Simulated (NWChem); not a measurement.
# SbHOF$_{2}$; SMILES [F][Sb]([OH])[F]

```xyz
5

Sb     0.0001     0.0271     0.3620
F     -1.3963    -0.8859    -0.6060
F      1.3923    -0.8922    -0.6062
O      0.0035     1.6449    -0.7333
H      0.0025     1.4616    -1.6837
```
Atoms are numbered in this order, from 1.

All runs: NWChem. Coordinates come from a PBE0/def2-SVP optimisation. No frequency run checked for a minimum. def2 effective core potentials on Sb; no spin-orbit coupling. Ions are spin-unrestricted doublets at the neutral geometry; other ion states weren't tried.

For level CAM-B3LYP/def2-SVP:

vertical ionisation energy, ΔSCF (eV): 11.72
−ε(HOMO) (eV): 10.41

Question: Estimate the same quantities for level PBE/def2-SVP.

Answer: The vertical ionisation energy, ΔSCF (eV) comes out as 11.05 and the −ε(HOMO) (eV) comes out as 7.51.
